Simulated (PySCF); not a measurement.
Run record: excited-state job, `C[AsH][C@H](C)C(C)=O`.

Method: TDDFT B3LYP/def2-SVPD, vertical, gas phase, core orbitals frozen in the response (PySCF 2.14.0, density-fitted response routines). Geometry: GFN2-xTB. The command runs a driver script over a list of jobs; the input below is this job's line of settings and its coordinates in Å.

Command:
```bash
OMP_NUM_THREADS=1 python probes_run.py task.json out
```

Input:
```
{"job": {"kind": "uv", "xc": "B3LYP", "basis": "def2-SVPD", "nstates": 8, "ntriplets": 3}, "charge": 0, "multiplicity": 1}
C      2.125097     0.386768     1.311645
As     1.620490     0.974137    -0.501028
C     -0.029497    -0.157121    -0.643075
C     -0.603678    -0.077062    -2.058199
C     -0.986087     0.473482     0.321863
C     -1.897524    -0.452446     1.080732
O     -0.994813     1.672886     0.480199
H      3.169586     0.628430     1.506080
H      1.514488     0.918600     2.041100
H      1.983297    -0.685972     1.442127
H      2.480533    -0.068198    -1.190843
H      0.159211    -1.204541    -0.381895
H      0.139467    -0.415262    -2.781404
H     -1.495536    -0.696823    -2.158294
H     -0.865906     0.954741    -2.291360
H     -1.299084    -1.039339     1.777266
H     -2.639409     0.114889     1.637040
H     -2.389393    -1.140846     0.396390
```

Output:
```
coarse grid: 65608 points
cycle   1  E = -2507.6717354155  dE = -1.238e-01  |g| = 8.751e-01  |ddm| = 6.915e+00
cycle   2  E = -2507.1369667962  dE =  5.348e-01  |g| = 1.826e+00  |ddm| = 4.555e+00
cycle   3  E = -2507.8166776256  dE = -6.797e-01  |g| = 2.684e-01  |ddm| = 3.940e+00
cycle   4  E = -2507.8316217402  dE = -1.494e-02  |g| = 7.648e-02  |ddm| = 4.494e-01
cycle   5  E = -2507.8329380447  dE = -1.316e-03  |g| = 2.256e-02  |ddm| = 1.388e-01
cycle   6  E = -2507.8330813879  dE = -1.433e-04  |g| = 6.299e-03  |ddm| = 4.520e-02
cycle   7  E = -2507.8330899492  dE = -8.561e-06  |g| = 1.505e-03  |ddm| = 1.144e-02
final grid: 139416 points
cycle   8  E = -2507.8331325680  dE =  7.694e-07  |g| = 2.755e-03  |ddm| = 1.978e-02
cycle   9  E = -2507.8331274818  dE =  5.086e-06  |g| = 5.795e-03  |ddm| = 9.669e-03
cycle  10  E = -2507.8331341273  dE = -6.645e-06  |g| = 5.155e-04  |ddm| = 6.448e-03
cycle  11  E = -2507.8331341941  dE = -6.687e-08  |g| = 6.800e-05  |ddm| = 8.921e-04
cycle  12  E = -2507.8331341952  dE = -1.050e-09  |g| = 1.367e-05  |ddm| = 1.204e-04
cycle  13  E = -2507.8331341952  dE = -4.638e-11  |g| = 5.324e-06  |ddm| = 3.034e-05
converged SCF energy = -2507.8331341952

Static polarisability (au): isotropic 95.909, principal 84.233 97.557 105.937

Singlet excitations
state   eV       nm        f      main configurations
  1   4.2769    289.9   0.00581   H->L 0.63, H-1->L 0.35
  2   5.0220    246.9   0.01705   H-1->L 0.63, H->L 0.36
  3   5.9223    209.4   0.03025   H->L+1 0.98
  4   6.0528    204.8   0.05284   H->L+2 0.95
  5   6.3303    195.9   0.02402   H-2->L 0.91
  6   6.5829    188.3   0.01211   H-1->L+1 0.80, H->L+3 0.11
  7   6.6918    185.3   0.02910   H-1->L+2 0.58, H->L+3 0.23, H-1->L+1 0.14
  8   6.7381    184.0   0.01677   H->L+3 0.54, H-1->L+2 0.34

Triplet excitations (Tamm-Dancoff, eV): 3.7821 4.7227 5.3122
```

The SCF starts on a coarse grid where the log names one; the energy can jump when the final grid takes over, and dE then counts from the start density on the new grid. H and L stand for HOMO and LUMO; the number after each pair is its weight.

Which computed singlet has the largest oscillator strength, and what do all of them sum to?

State 4 at 6.05 eV (205 nm), f = 0.053; the 8 states sum to 0.188.

Give S1 in cm⁻¹ and kJ/mol.

4.2769 eV × 8065.54 = 34496 cm⁻¹; × 96.485 = 412.7 kJ/mol.

In short: HOMO -6.61 eV, LUMO -0.99 eV; lowest singlet 4.28 eV; lowest triplet 3.78 eV (Tamm–Dancoff); mean polarisability 95.9 au.

 The B3LYP/def2-SVPD calculation is non-relativistic and has no spin–orbit coupling, an omission that weighs most on arsenic.

Hardware: one thread, Arm Neoverse N1 (aarch64) (shared host). Cost: 2.1 min wall (with the writing of density and orbital grids), 1.0 GiB resident at most.

One conformer stands for the species.
Labels such as C1 count atoms from 1, the log's own numbers from 0.
